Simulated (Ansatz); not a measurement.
CH7Al2B, SMILES `C[BH][AlH][AlH2]`, charge 0, multiplicity 1.

Question: Give a relaxed structure at PBE0-D4/def2-TZVP (Ansatz 0.2.0). (Estimate.)

Answer: Computed: 
Cartesian coordinates in Å:
```
C -1.804 0.043 1.283
B -0.968 0.836 0.232
Al 1.124 0.713 -0.107
Al 2.222 -1.052 -1.656
H -2.295 -0.754 0.698
H -1.260 -0.446 2.092
H -2.631 0.628 1.700
H -1.609 1.532 -0.518
H 2.086 1.778 0.607
H 2.431 -0.807 -3.221
H 2.705 -2.473 -1.110
```
This is one stationary point; other conformers may exist.
